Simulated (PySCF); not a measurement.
## A search over the determinants of AlSe

Unrestricted PBE0; basis Al pcseg-1, Se pcseg-1; no relativity; PySCF 2.14. Outer shells of the fragments: Al 3s2 3p1; Se 3d10 4s2 4p4.

Followed along the bond (rough minima from three points):

```tsv
2Ms+1	unpaired	⟨S²⟩ at the start	R at minimum (Å)	Te (eV)
2	σ ↑	0.76	2.17	0.00
2	π ↑	0.75	2.43	0.48
4	σ ↑, π ↑↑	3.75	2.40	2.68
```

Solutions found at the starting distance of 2.310 Å, counted from the lowest of them; the search is not exhaustive and high or unbound solutions are not listed, so other states can lie among these:

```json
{"2Ms+1": "2", "unpaired": "σ ↑", "term": "²Σ⁺", "E (eV)": "0.00", "⟨S²⟩": "0.76", "⟨Lz²⟩": "0.00", "μ (D)": "-3.82"}
{"2Ms+1": "2", "unpaired": "π ↑", "term": "²Π", "E (eV)": "0.38", "⟨S²⟩": "0.75", "⟨Lz²⟩": "1.01", "μ (D)": "-0.56"}
{"2Ms+1": "4", "unpaired": "σ ↑, π ↑↑", "term": "mixed", "E (eV)": "2.56", "⟨S²⟩": "3.75", "⟨Lz²⟩": "2.01", "μ (D)": "-0.78"}
{"2Ms+1": "4", "unpaired": "σ ↑, π ↑↑", "term": "mixed", "E (eV)": "2.80", "⟨S²⟩": "3.75", "⟨Lz²⟩": "2.00", "μ (D)": "-0.91"}
{"2Ms+1": "2", "unpaired": "σ ↑, π ↑↓", "term": "mixed", "E (eV)": "2.94", "⟨S²⟩": "1.75", "⟨Lz²⟩": "2.01", "μ (D)": "-1.05"}
{"2Ms+1": "4", "unpaired": "π ↑↑↑", "term": "⁴Π", "E (eV)": "4.72", "⟨S²⟩": "3.76", "⟨Lz²⟩": "1.00", "μ (D)": "4.92"}
{"2Ms+1": "4", "unpaired": "σ ↑↑, π ↑", "term": "⁴Π", "E (eV)": "5.17", "⟨S²⟩": "3.75", "⟨Lz²⟩": "1.01", "μ (D)": "0.17"}
```

A term symbol is given only where ⟨S²⟩ and ⟨Lz²⟩ are close to those of a pure state; real π, δ and φ orbitals otherwise mix terms. A positive dipole means Al(−)Se(+).

Problem. Compare the gap between the two lowest followed solutions at the starting distance with the gap between their minima.

Solution. At PBE0 the second solution (doublet, unpaired electrons π ↑) lies +0.38 eV from the first (doublet, unpaired electrons σ ↑) at 2.310 Å and +0.48 eV at the minima; the two curves relax by different amounts, since their minima lie near 2.43 and 2.17 Å.

Spin–orbit coupling is left out. Counting both spins, an empty level lies below a filled one in some of these solutions, because spin and occupation are held.
